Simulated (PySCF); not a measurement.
Si(vinyl)3(OAc), C8H12O2Si.
Bonds: Si1–C2, Si1–C7, Si1–C12, Si1–O17, C2–C3, C7–C8, C12–C13, O17–C18, C18–C19, C18–O20. Hydrogens: H4 on C2; H5, H6 on C3; H9 on C7; H10, H11 on C8; H14 on C12; H15, H16 on C13; H21, H22, H23 on C19.

Theory: PBE0-D3(BJ)/def2-SVP geometry optimisation, gas phase in PySCF.

**Question.** Give the optimised bond lengths and angles.

**Answer.** 
```csv
bond,length (Å)
"Si1–C2, Si1–C7, Si1–C12",1.863
Si1–O17,1.722
"C2–C3, C7–C8, C12–C13",1.338
"C2–H4, C7–H9, C12–H14",1.098
"C3–H5, C8–H10, C13–H15",1.096
C3–H6,1.096
C8–H11,1.096
C13–H16,1.096
O17–C18,1.339
C18–C19,1.500
C18–O20,1.204
"C19–H21, C19–H22, C19–H23",1.098
```

Bonds in one row agree within 0.01 Å and their mean is given. A selection of angles:
```csv
angle,degrees
C2–Si1–C7,111.1
C2–Si1–O17,102.9
C7–Si1–O17,108.4
C12–Si1–O17,111.5
Si1–C2–C3,123.6
Si1–O17–C18,122.0
O17–C18–C19,112.2
O17–C18–O20,122.8
C19–C18–O20,125.0
```

Torsions: C7–Si1–C2–C3 -120° (anticlinal); C2–Si1–C7–C8 112° (anticlinal); C2–Si1–C12–C13 -8° (synperiplanar); C2–Si1–O17–C18 166° (antiperiplanar); Si1–O17–C18–C19 -177° (antiperiplanar). The mirror-image conformer, all signs reversed, is as good.

The 2 C–O bonds span 1.204 Å (C18–O20) to 1.339 Å (O17–C18), a spread of 0.135 Å. The 4 C–C bonds span 1.337 Å (C7–C8) to 1.500 Å (C18–C19), a spread of 0.163 Å. O17 (oxygen bonded to C and Si) is bent (angle 122.0°). Of the pairs four or more bonds apart, H5···O17 is among the closest relative to their van der Waals radii: 2.57 Å, 94 % of the sum of Bondi's values. All 3 C–Si bonds measure 1.862 to 1.863 Å. Si1 (silicon bonded to 3 C and O) is distorted tetrahedral (angles from 102.9° to 112.0°).

Point group: C1 (no symmetry element, even within 0.4 Å). No PBE0-D3(BJ)/def2-SVP frequencies stand behind this structure, so it isn't proved a minimum. The numbers are those of one conformer (C7–Si1–C2–C3 -120°, C2–Si1–C7–C8 112°, C2–Si1–C12–C13 -8°, C2–Si1–O17–C18 166°, Si1–C2–C3–H 0° and 179°).
